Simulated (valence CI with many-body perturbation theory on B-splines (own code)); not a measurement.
The numbers below are computed, except where a source is named.
## Sm5+: magnetic and hyperfine properties of the levels

Method: relativistic CI+MBPT: three valence electrons over a frozen Dirac-Fock core [Xe], radial functions for each j: 8 s, 8 p, 9 d, 9 f, 6 g, 3 h, 2 i, with the one-electron correlation potential Σ1 (screened to all orders), the two-electron term Σ2, the three-electron term Σ3, Breit, model QED; the open f shell's mean field enters the energy denominators; selected single and double excitations, second order for the rest, scaled by the run's own slope (own B-spline code, finite nucleus).

With an open or low-lying f shell, different configurations can be misplaced against each other by up to about 5,000 cm⁻¹. No measured spectrum was set against this ion. As an estimate, terms of the open shell hold to a few per cent of their energy, and close levels can change places. Core correlation moves these levels by up to 2500 cm⁻¹, and in measured spectra 5 to 20 % of such shifts remained as error; rates that hang on mixing are uncertain with them. Only levels of the ground parity were solved; by the run's estimate the other parity begins above the list, which can be wrong where configurations are misplaced.

A/g_I is the dipole constant over the nuclear g factor μ/I (μ in nuclear magnetons, uniformly magnetised nucleus), B/Q the quadrupole constant per barn. Both hold the static response of the core; the bare values leave it out. Large factors of s and p1/2 electrons are usually good to 5 to 10 %; those of open d and f shells near neutrality can be off by tens of per cent, and small factors of p3/2, d and f electrons come from cancelling terms and can be off by a factor of two or in sign, in half-filled shells by more. B is blank for J = 1/2, where it vanishes, and for nearly pure S terms. Energies count from the lowest level.

Names give the largest LS component (configuration and term), which can be under half, so a name can repeat, a term be missing and a line seem to break the LS rules; names also repeat where a configuration has a term twice. Letters in brackets count levels of one name in rising energy.

```tsv
Level	E (eV)	g	A/g_I (MHz)	A/g_I bare	B/Q (MHz/b)	B/Q bare
4f³ ⁴I°_9/2	0.000	0.734	982	1010	360	393
4f³ ⁴I°_11/2	0.384	0.966	754	791	366	397
4f³ ⁴I°_13/2	0.781	1.106	621	665	403	434
4f³ ⁴I°_15/2	1.183	1.197	540	591	461	497
4f³ ⁴F°_3/2	1.911	0.439	1130	1120	-242	-263
4f³ ²H°_9/2 [a]	2.097	1.005	790	838	-359	-390
4f³ ⁴F°_5/2	2.131	1.032	644	680	-227	-250
4f³ ⁴F°_7/2	2.315	1.201	538	590	-452	-497
4f³ ⁴S°_3/2	2.343	1.936	-66.8	36.7		
4f³ ⁴F°_9/2	2.572	1.227	521	574	-387	-423
4f³ ²H°_11/2 [a]	2.765	1.101	590	631	-104	-117
4f³ ⁴G°_5/2	2.899	0.576	1060	1070	-56.5	-56.2
4f³ ²G°_7/2 [a]	2.932	0.953	757	792	-43.5	-44.4
4f³ ²K°_13/2	3.250	0.935	764	798	1240	1350
4f³ ⁴G°_7/2	3.282	0.955	680	707	-372	-405
4f³ ⁴G°_9/2	3.381	1.149	582	630	104	115
4f³ ²D°_3/2 [a]	3.593	1.050	572	603	-124	-134
4f³ ²K°_15/2	3.636	1.059	648	689	1340	1450
4f³ ²G°_9/2 [a]	3.699	1.130	533	573	-465	-504
4f³ ⁴G°_11/2	3.759	1.254	502	558	-27.2	-30.8
4f³ ²P°_1/2	3.970	0.598	1730	1810		
4f³ ²D°_5/2 [a]	4.093	1.194	537	588	-596	-649
4f³ ²P°_3/2	4.570	1.100	553	589	-209	-225
4f³ ⁴D°_3/2	4.762	1.125	753	815	78.1	86.9
4f³ ⁴D°_5/2	4.775	1.318	552	624	406	444
4f³ ²I°_11/2	4.873	0.957	702	733	865	933
4f³ ⁴D°_1/2	4.898	0.063	1940	1950		
4f³ ²L°_15/2	5.008	0.949	704	734	2050	2230
4f³ ²I°_13/2	5.166	1.074	651	696	791	862
4f³ ⁴D°_7/2	5.225	1.423	281	340	1070	1160
4f³ ²L°_17/2	5.281	1.058	643	684	2200	2380
4f³ ²H°_9/2 [b]	5.490	0.913	722	749	476	519
4f³ ²D°_3/2 [b]	5.724	0.879	701	715	147	159
4f³ ²H°_11/2 [b]	5.794	1.061	610	648	369	402
4f³ ²D°_5/2 [b]	5.872	1.159	632	687	277	299
4f³ ²F°_5/2 [a]	6.618	0.944	750	782	652	711
4f³ ²F°_7/2 [a]	6.845	1.144	570	616	314	343
4f³ ²G°_9/2 [b]	8.000	1.108	625	674	760	828
4f³ ²G°_7/2 [b]	8.186	0.892	695	716	908	987
4f³ ²F°_7/2 [b]	11.324	1.140	529	571	1580	1710
```

(1) Take the isotope of mass number 147, with I = 7/2, μ = -0.809 μN and Q = -0.26 b. What is the hyperfine structure of 4f³ ⁴I°_9/2?

Answers

(1) From the table A = -227 MHz, B = -93.5 MHz. Shifts from the centre of gravity in MHz: F = 1: 4330, F = 2: 3890, F = 3: 3220, F = 4: 2330, F = 5: 1210, F = 6: -146, F = 7: -1750, F = 8: -3600.
